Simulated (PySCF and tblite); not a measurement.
Values are calculated unless marked as measured or tabulated.
System: 2-bromo-3-methylbutane, C5H11Br, numbered as in [CH3:1][CH:2]([CH3:3])[C@H:4]([CH3:5])[Br:6].

The path came from a restrained scan, a climbing-image band and a saddle search at GFN2-xTB; energies are PBE0/pcSseg-1 + D3(BJ)//GFN2-xTB, thermal terms GFN2-xTB. Rates follow Eyring's equation with the number of equivalent paths and no tunnelling. Programs: tblite and PySCF.

Spin–orbit effects of heavy atoms on shieldings are missing.

(1) How high is the barrier to the rotation about the C2–C4 bond (torsion C1–C2–C4–C5 from 62° to 184°, rising), through which structure does it pass, and what rate follows at 298 K?

Results:

(1) The electronic barrier is 5.7 kcal/mol and ΔG‡(298 K) 6.5 kcal/mol, over a C1 saddle with an imaginary mode of 70i cm⁻¹ (GFN2-xTB). With 1 equivalent path, k is 1×10⁸ s⁻¹, a mean lifetime of the start of 10 ns against this motion. The end lies 1.1 kcal/mol above the start in free energy.
